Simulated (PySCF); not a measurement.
MHOH across the fourth-period p block

Level: PBE0, basis family def2-TZVP, no relativity.

Each entry is the lowest minimum that a search over a few typed start shapes (and spin states, where more than one is plausible) found, or that minimum re-optimised at the stated level; isomers with ligand–ligand bonds, or fragments after loss of a ligand pair, can lie lower. Open shells are unrestricted; no spin–orbit coupling; PySCF with density fitting.

| molecule | 2S+1 | point group | mean bond to the central atom (Å) | highest ω (cm⁻¹) | lowest ω (cm⁻¹) | atomisation (kJ/mol) | polar-tensor charge of the central atom |
| --- | --- | --- | --- | --- | --- | --- | --- |
| HGa(OH) | 2 | Cs | 1.699 | 3905 | 422 | 1018 | 0.70 |
| HGe(OH) | 1 | Cs | 1.702 | 3888 | 605 | 1142 | 0.79 |
| HAs(OH) | ? | ? | ? | ? | ? | ? | ? |

(1) Fill in the row of HAs(OH).

Results:

(1) 2S+1: 2; point group: Cs; mean bond to the central atom (Å): 1.664; highest ω (cm⁻¹): 3890; lowest ω (cm⁻¹): 303; atomisation (kJ/mol): 1043; polar-tensor charge of the central atom: 0.59.

Left out of the table are members whose search was unfinished or whose lowest solution was spin-contaminated, unstable, very soft or bonded differently.
